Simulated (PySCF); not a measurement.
# Selenium: a sound run and one with changed settings

Sound run: Se [Ar] 3d10 4s2 4p4, Se⁺ [Ar] 3d10 4s2 4p3. Computed with PySCF 2.14 in cc-pVDZ-PP with ECP10MDF (4s3p2d, 23 functions), with a scalar-relativistic core potential. The sound run starts from symmetry-adapted Hartree-Fock orbitals and uses a fine grid where one is needed.

A second run was set up differently.

```tsv
species	method	sound run (hartree)	changed run (hartree)	converged
Se	UHF	-371.84469	-371.84469	yes
Se	BP86	-373.26337	-373.26309	yes
Se	TPSS	-373.02680	-373.02945	yes
Se⁺	UHF	-371.53218	-371.53218	yes
Se⁺	BP86	-372.90498	-372.90483	yes
Se⁺	TPSS	-372.67527	-372.67773	yes
```

Ionisation energy of Se:

| method | sound run (eV) | changed run (eV) |
| --- | --- | --- |
| UHF | 8.504 | 8.504 |
| BP86 | 9.752 | 9.749 |
| TPSS | 9.566 | 9.571 |

Problem. What was changed?
A. a valence shell is frozen
B. all electrons correlated in a valence basis
C. radial grid too coarse
D. basis contracted for another Hamiltonian

Solution. C. It used radial step 0.3 in ln r (0.13 in the sound run). A coarse radial grid mis-integrates the density and the exchange-correlation energy, with errors of either sign; Hartree-Fock needs no grid.
